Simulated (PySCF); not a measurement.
## From computed data to an observable: chemical shift, span and skew from a shielding tensor

triflic acid (CHF3O3S), SMILES O=S(C(F)(F)F)(=O)O. Atoms are numbered in the order given.

```xyz
9

O      1.4679    -0.4601    -1.0924
S      0.8001     0.3126     0.1736
O      1.2661    -0.3053     1.4030
O      0.8610     1.7276    -0.1073
C     -0.9756    -0.2346    -0.0688
F     -1.7001     0.2141     0.9443
F     -1.4482     0.2443    -1.2072
F     -1.0165    -1.5648    -0.0927
H      1.7739    -1.3351    -0.7923
```

The structure is a stationary point at B3LYP-D3(BJ)/def2-SVP. The values are those of a single conformer.

GIAO shieldings from PySCF with KT2/pcSseg-1, non-relativistic, no solvent. The symmetric part of the tensor of C5 has the principal values 45.0, 59.3, 62.5 ppm. The same nucleus in TMS has σ = 185.1 ppm at this level (PySCF, at its B3LYP-D3(BJ)/def2-TZVP geometry).

Task: Work out the isotropic shielding, the ¹³C shift against TMS, the span and the skew.

Result: 
σ(iso) = (σ11 + σ22 + σ33)/3 = 55.6 ppm. δ = σ(ref) − σ(iso) = 185.1 − (55.6) = 129.5 ppm.
Span Ω = σ33 − σ11 = 17.5 ppm. Skew κ = 3(σ(iso) − σ22)/Ω = -0.63. Tumbling in solution averages the tensor to δ; in a static solid the shielding alone would spread this spin-1/2 line over Ω.
